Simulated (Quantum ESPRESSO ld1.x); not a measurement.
Q: The aim is the rubidium ion Rb3+ in [Ar] 3d10 4s2 4p4. This ld1.x (Quantum ESPRESSO 7.5) run was made with `OMP_NUM_THREADS=1 ld1.x < ld1.in > ld1.out`. Can the result be used? Name any fault.

```
 &input
    zed=37.0,
    iswitch=1,
    rel=1,
    dft='PZ',
    config='[Ar] 3d10 4s2 4p4',
    verbosity='high',
    rmax=1.0,
    prefix='ld1',
    max_out_wfc=37,
    file_charge='ld1.rho',
 /
```

Output (excerpt):

```
     Program LD1 v.7.5 starts

     Message from routine scf:
     warning: at least one error in KS equations
     --------------------------- All-electron run ----------------------------

     scalar relativistic calculation

     atomic number is 37.00
     dft =PZ   lsd =0 sic =0 latt =0  beta=0.20 tr2=1.0E-14
     Exchange-correlation= PZ
                           (   1   1   0   0   0   0   0)
     mesh =1453 r(mesh) =   1.00510 a.u. xmin = -8.00 dx = 0.00800
     1 Ry =  13.60569312 eV, c = 137.03599908

     n l     nl                  e(Ry)          e(Ha)          e(eV)
     1 0     1S 1( 2.00)   -1114.165370473    -557.082685236 -15158.9921189
     2 0     2S 1( 2.00)    -158.110133353     -79.055066676  -2151.1979540
     2 1     2P 1( 6.00)    -141.525617923     -70.762808961  -1925.5541265
     3 0     3S 1( 2.00)     -32.301013710     -16.150506855   -439.4776801
     3 1     3P 1( 6.00)     -27.004997704     -13.502498852   -367.4217115
     3 2     3D 1(10.00)     -18.481874899      -9.240937450   -251.4587182
     4 0     4S 1( 2.00)       0.000000000       0.000000000      0.0000000
     4 1     4P 1( 4.00)       0.000000000       0.000000000      0.0000000

     final scf error:  3.3E-15 reached in  33 iterations

     Etot =   -5908.064887 Ry,   -2954.032443 Ha,  -80383.317797 eV

     Ekin =    6065.122532 Ry,    3032.561266 Ha,   82520.195925 eV
     Encl =  -13950.237661 Ry,   -6975.118831 Ha, -189802.652615 eV
     Eh   =    2163.737940 Ry,    1081.868970 Ha,   29439.154417 eV
     Exc  =    -186.687698 Ry,     -93.343849 Ha,   -2540.015524 eV
```

A: No (not converged). The line at issue: rmax=1.0. The mesh cuts the orbital tails; the cycle ends with warnings and the numbers are not to be used. The sound input gives -2974.9851 hartree.
